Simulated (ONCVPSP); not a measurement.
# gold (Au): one change to an ONCV potential, before and after

```json
{
  "Element": "Au (Z = 79)",
  "Generator": "ONCVPSP 4.0.1",
  "Type": "optimised norm-conserving Vanderbilt (ONCV)",
  "Functional": "PW91",
  "Relativity": "scalar-relativistic",
  "Frozen core": "[Kr] 4d10 4f14",
  "Valence charge": "19",
  "Reference configuration": "5s2 5p6 5d10 6s1",
  "Partial waves": "5s+6s: rc 1.80 bohr, ncon 3, nbas 7, qcut 7.3 1/bohr, 2 projectors; 5p: rc 1.15 bohr, ncon 4, nbas 7, qcut 6.7 1/bohr, 2 projectors, debl 1.4 Ha; 5d: rc 1.95 bohr, ncon 4, nbas 8, qcut 6.9 1/bohr, 2 projectors, debl 1.4 Ha",
  "Local potential": "polynomial inside 0.85 bohr (lpopt 5, dvloc0 3 Ha)",
  "Core correction": "none"
}
```

In the p channel the program set the typed energies aside and used -2.200, 0.250 Ha.

Change: s: qcut 6.8; p: qcut 6.3; d: qcut 6.4.

Cutoffs: the cutoffs (Ha) at which the residual kinetic energy of the hardest occupied pseudo-wave falls to 1 and 0.1 mHa per electron; they do not see the model core or the augmentation charge, which bear on the density cutoff. Errors are all-electron minus pseudo energies relative to the spin-unpolarised reference configuration.

How do hardness, ghosts and transferability respond?

The potential gets neither clearly harder nor softer (100 Ha and 118 Ha → 102 Ha and 119 Ha); the bound ghosts move from s to d, s; of the 4 tests that both files solve, the error grows in 1 and shrinks in 2 by more than 15 % and 0.3 meV (median size 8.9 → 4.7 meV).

```csv
quantity,base,changed
"cutoff, loose",100 Ha,102 Ha
"cutoff, tight",118 Ha,119 Ha
loose cutoff by channel,"s 15 Ha, p 100 Ha, d 18 Ha","s 13 Ha, p 102 Ha, d 17 Ha"
bound ghosts,s,"s, d"
GHOST(+) flags under 300 eV,none,none
"error for 5s2 5p6 5d10 6s0, meV [ΔE 9.49 eV]",-4.5,-4.2
"error for 5s2 5p6 5d9 6s0, meV [ΔE 30.78 eV]",-6.8,-5.3
"error for 5s2 5p6 5d8 6s0, meV [ΔE 64.73 eV]",-11,-4.2
"error for 5s1 5p6 5d10 6s1, meV [ΔE 115.35 eV]",-699,-814
s: phases at 1.83 bohr within 0.05 rad from the reference energy up to (Ha; the scan ends near 5),to the end of the scan,to the end of the scan
p: phases at 1.17 bohr within 0.05 rad from the reference energy up to (Ha; the scan ends near 5),to the end of the scan,to the end of the scan
d: phases at 1.98 bohr within 0.05 rad from the reference energy up to (Ha; the scan ends near 5),to the end of the scan,to the end of the scan
```

 A true bound ghost makes a file unfit for plane-wave use even where its test errors are small: the radial tests pick states by their node count and pass the ghost by.
